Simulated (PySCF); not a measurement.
## Pd⁴⁵⁺: ionisation energy

Pd⁴⁵⁺ 1s1 (2S) → Pd⁴⁶⁺ (bare nucleus), as a difference of total energies. All numbers are calculated (PySCF 2.14, scalar relativity by spin-free X2C-1e, in an uncontracted even-tempered set (17 s from 83 bohr⁻², ratio 2.2; 7 p from 130 bohr⁻², ratio 2.4; 4 d from 380 bohr⁻², ratio 2.4; 3 f from 560 bohr⁻², ratio 2.4; 3 g from 850 bohr⁻², ratio 2.4)). The calculations carry no spin-orbit coupling.

| method | ionisation energy (eV) |
| --- | --- |
| UHF | 29648.6 |
| LDA | 29592.8 |
| PBE | 29643.8 |
| PBE0 | 29645.1 |
| r2SCAN | 29650.3 |
| MN15 | 29683.7 |
| M06-2X | 29651.0 |

For one electron Hartree-Fock is exact for this Hamiltonian up to the basis; QED and nuclear recoil make up the gap, and the density functionals add self-interaction.

For comparison: 29622.7 eV (theoretical estimate listed by NIST; NIST Atomic Spectra Database, ionization energies).
